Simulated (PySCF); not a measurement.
PySCF 2.14 output of an unrestricted TPSSh calculation on a single atom or ion in aug-cc-pwCVTZ (10s9p7d4f3g, 127 functions), with no relativity, point nucleus:

```
SCF conv_tol = 1e-09
number electrons alpha = 15  beta = 13
    V. N. Staroverov, G. E. Scuseria, J. Tao, and J. P. Perdew.,  J. Chem. Phys. 119, 12129 (2003)
cycle= 1 E= -1508.29696949931  delta_E= -0.0183  |g|= 0.192  |ddm|= 0.453
cycle= 2 E= -1508.28150843819  delta_E= 0.0155  |g|= 0.394  |ddm|= 0.363
cycle= 3 E= -1508.30309062763  delta_E= -0.0216  |g|= 0.0195  |ddm|= 0.156
cycle= 4 E= -1508.30316924288  delta_E= -7.86e-05  |g|= 0.00331  |ddm|= 0.0202
cycle= 5 E= -1508.30317113358  delta_E= -1.89e-06  |g|= 4.85e-05  |ddm|= 0.00619
cycle= 6 E= -1508.30317113486  delta_E= -1.28e-09  |g|= 1.05e-05  |ddm|= 0.000433
cycle= 7 E= -1508.30317113489  delta_E= -2.75e-11  |g|= 2.03e-07  |ddm|= 3.84e-05
converged SCF energy = -1508.30317113489  <S^2> = 2.0028187  2S+1 = 3.0018785
```

The run itself started from symmetry-adapted Hartree-Fock orbitals and held the occupation by maximum overlap, on a logarithmic radial grid, so the iterations belong to that start.

Task: Which element, charge and spin multiplicity is this?

Result: Ni (nickel, neutral), multiplicity 3; the state was [Ar] 3d8 4s2, high-spin 3F determinant.
